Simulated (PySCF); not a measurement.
States of one metal complex from SC-NEVPT2 in the d shell, PySCF, above the ground state:

| 2S+1 | degeneracy | energy / cm⁻¹ | f (electric dipole) |
| --- | --- | --- | --- |
| 4 | 1 | 0 | – |
| 2 | 2 | 11974 | – |
| 2 | 3 | 12356 | – |
| 2 | 3 | 19100 | – |
| 4 | 3 | 28873 | 0 |
| 4 | 3 | 33402 | 0 |
| 2 | 3 | 37319 | – |
| 2 | 1 | 37947 | – |
| 2 | 3 | 39054 | – |
| 2 | 2 | 40622 | – |
| 2 | 3 | 41004 | – |
| 2 | 3 | 44204 | – |

Task: Which of these complexes, all computed at model or optimised geometries, gave the data?
A. [TcBr6]2- (d3, octahedral)
B. MnF4 (d3, tetrahedral)
C. [Co(SH)4]2- (d7, tetrahedral)
D. CoF2 (d7, linear)

Result: A. [TcBr6]2- (d3, octahedral) has 4A2g, then 2Eg at 11974, 2T1g at 12356 cm⁻¹ (NEVPT2). The others: MnF4 (d3, tetrahedral) has 4B (from 4T1), then 4B (from 4T1) at 8867, 2A (from 2E) at 8972 cm⁻¹ (NEVPT2); CoF2 (d7, linear) has 4Φg, then 4Σg- at 371, 4Δg at 978 cm⁻¹ (NEVPT2); [Co(SH)4]2- (d7, tetrahedral) has 4B (from 4A2), then 4E (from 4T2) at 3437, 4B (from 4T2) at 6265 cm⁻¹ (NEVPT2).

The d shell alone is too small an active space for [TcBr6]2- (an active orbital has only 0.54 squared overlap with the free ion's shell): its levels, fitted parameters, g values and moments show what this model gives and aren't sound predictions.

On [TcBr6]2-: Charge-transfer states lie outside this active space and may come lower than some of these levels. NEVPT2 lifts 4T2g from 22718 to 28873 cm⁻¹; on the d shell alone it tends to overshoot states that fill the eg-type orbitals. NEVPT2 on the d shell alone tends to put d–d bands too high for such charged or covalently bound ions.
